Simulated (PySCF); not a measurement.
Sn(H)2(Br)(OMe) (CH5BrOSn), SMILES C[O][SnH2][Br]. Heavy atoms are numbered as in [SnH2:1]([Br:2])[O:3][CH3:4]. Hydrogens are named by the atom that carries them.

Geometry: B3LYP-D3(BJ)/def2-SVP. The structure was generated by enumeration; whether it is a known compound was not checked. The def2 effective core potentials stand for the cores of Sn; spin–orbit coupling is left out. The values are those of a single conformer.

Method: PySCF with B3LYP/def2-TZVP.

ESP charges are fitted to the potential on shells at 1.4 to 2.0 van der Waals radii. Atomic charges (e), one atom of each kind:

```tsv
atom	ESP fit	Mulliken
Sn1 (SnH2)	0.41	?
Br2	-0.20	?
O3	-0.31	-0.53
C4 (CH3)	-0.16	-0.16
H on Sn1	0.00	-0.04
H on C4	0.09	?
```

### Question
Some entries are withheld; supply them. (An estimate is asked for; the answer gives what the named calculation found.)

### Answer

- Sn1 (SnH2), Mulliken: 0.83
- Br2, Mulliken: -0.36
- H on C4, Mulliken: 0.09
